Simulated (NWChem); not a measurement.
Species: CH6OSSi; SMILES CO[SiH2]S

```xyz
10

Si    -1.0521     0.0106     0.1235
S      0.0955     1.7993     0.4521
O     -0.2073    -1.3806     0.4369
C      0.9933    -1.7520    -0.1819
H     -2.1733     0.0286     1.0929
H     -1.5188     0.0287    -1.2962
H      0.5746     1.8570    -0.8091
H      1.7785    -0.9869    -0.0427
H      1.3471    -2.6911     0.2691
H      0.8641    -1.9227    -1.2671
```
Atoms are numbered in this order, from 1.

Results from NWChem. Pople sets run with spherical d functions. Coordinates come from a PBE0/def2-SVP optimisation. Vzz is the largest principal value of the second derivative of the potential at the nucleus (NWChem prints the opposite sign); η is the asymmetry. Non-relativistic.

**Question.** What does the run give for Hartree-Fock/6-31G*? Quantities: Vzz S2 (a.u.); η S2; Vzz O3 (a.u.); η O3.

**Answer.** The vzz S2 (a.u.) is -1.866. The η S2 is 0.96 and the vzz O3 (a.u.) is 1.607. The η O3 is 0.46.
